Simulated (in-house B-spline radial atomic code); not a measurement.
Multiplet parameters of the 3p4 shell in the calcium ion Ca⁴⁺ ([Ne] 3s2 3p4). Method: non-relativistic Hartree-Fock, average of configuration, point nucleus. Calculated with a B-spline radial code for spherical atoms.

Slater integrals: F^2 = 86619 cm⁻¹. Central-field spin-orbit parameter ζ(3p) = 2267 cm⁻¹ (bare central field on non-relativistic orbitals, without two-electron terms: too large for light atoms, too small for heavy ones).

With F₂ = F^2/25 = 3465 cm⁻¹:

(1) Where do the terms lie in LS coupling, without spin-orbit interaction?

(2) How far can these numbers be trusted?

Results:

(1) In cm⁻¹ above the Hund's-rule term:
| term | expression | energy |
| --- | --- | --- |
| 3P | 0 F₂ | 0 |
| 1D | 6 F₂ | 20789 |
| 1S | 15 F₂ | 51971 |

(2) Fits to spectra need these integrals scaled down, since correlation screens the repulsion. Here ζ is 0.65 times F₂, so LS coupling is a fair start, though levels of equal J in close terms still mix.
